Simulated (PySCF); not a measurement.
**Gd(34+): ionisation energy**

Gd(34+) [Ar] 3d10 4s2 → Gd(35+) [Ar] 3d10 4s1 [4s1/2^1, M_J = 1/2], as a difference of total energies. Computed with PySCF 2.14 in an even-tempered Gaussian basis (17 s from 3.5 bohr⁻², ratio 2.8; 13 p from 4.6 bohr⁻², ratio 2.8; 8 d from 8.1 bohr⁻², ratio 2.8; 4 f from 19 bohr⁻², ratio 3), with the two-component X2C-1e Hamiltonian. Correlated levels: [Ne] frozen; the 74 highest virtual spinors dropped. "Screened" scales the spin-orbit matrix elements by Boettger's factors to mimic the two-electron term; Breit and QED terms are absent.

```
                    method  ionisation energy (eV)
           GHF (spin-free)                  1470.9
          GMP2 (spin-free)                  1473.5
 GHF (screened spin-orbit)                  1470.8
GMP2 (screened spin-orbit)                  1473.5
```

Question: How much does correlation contribute at GMP2 (screened spin-orbit)?

Answer: 1473.5 − (1470.8) = 2.7 eV, measured against GHF (screened spin-orbit).

Breit and QED terms and the two-electron picture change are absent.

For comparison: 1481 ± 5 eV (theoretical estimate listed by NIST; NIST Atomic Spectra Database, ionization energies).
